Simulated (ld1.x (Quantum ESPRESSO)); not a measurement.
**technetium (Tc): one change to a TM potential, before and after**

```json
{"Element": "technetium (Tc)", "Generator": "ld1.x (Quantum ESPRESSO) 7.5", "Type": "norm-conserving Troullier–Martins (Kleinman–Bylander form)", "Functional": "PW91", "Relativity": "fully relativistic", "Frozen core": "[Kr]", "Valence charge": "7", "Reference configuration": "4d5 5s1.5 5p0 (charge +0.5)", "Partial waves": "5p (bound, empty): rc 3.00 bohr; 4d (bound): rc 1.65 bohr; 5s (bound): rc 2.35 bohr", "Local potential": "the s channel", "Core correction": "a·sin(br)/r model core inside 1.65 bohr"}
```

Open shells are filled in proportion to 2j + 1 (rel_dist='average').

Change: scalar-relativistic.

Cutoffs: the cutoffs (Ry, on a coarse ladder) from which the occupation-weighted sum of valence levels, in a spherical-Bessel basis at the reference potential, stays within 10 and 1 mRy of its value at 400 Ry; they do not see the model core or the augmentation charge, which bear on the density cutoff. Errors are all-electron minus pseudo energies relative to the spin-unpolarised reference configuration.

**Question.** What does the change do?

**Answer.** The potential gets neither clearly harder nor softer (50 Ry and 55 Ry → 50 Ry and 55 Ry); of the 7 tests that both files solve, the error grows in 1 and shrinks in 1 by more than 15 % and 0.3 meV (median size 28.8 → 31.9 meV); neither file shows a bound ghost.

| quantity | base | changed |
| --- | --- | --- |
| cutoff, loose | 50 Ry | 50 Ry |
| cutoff, tight | 55 Ry | 55 Ry |
| bound ghosts | none | none |
| error for 4d5 5s2 5p0, meV [ΔE -3.31 eV] | -1.1 | -0.5 |
| error for 4d5 5s1 5p0, meV [ΔE 4.90 eV] | -1.9 | -2.7 |
| error for 4d5 5s0 5p0, meV [ΔE 19.82 eV] | -29 | -32 |
| error for 4d3 5s0 5p0, meV [ΔE 90.70 → 90.70 eV] | -990 | -999 |
| error for 4d6 5s1 5p0, meV [ΔE -4.25 eV] | -98 | -99 |
| error for 4d4 5s2 5p0, meV [ΔE 8.38 eV] | -146 | -146 |
| error for 4d5.5 5s1.5 5p0, meV [ΔE -3.94 eV] | -23 | -23 |
| s: phases at 3.26 bohr within 0.05 rad from the reference energy up to (Ry; the scan ends near 5) | 1.4 | 1.4 |
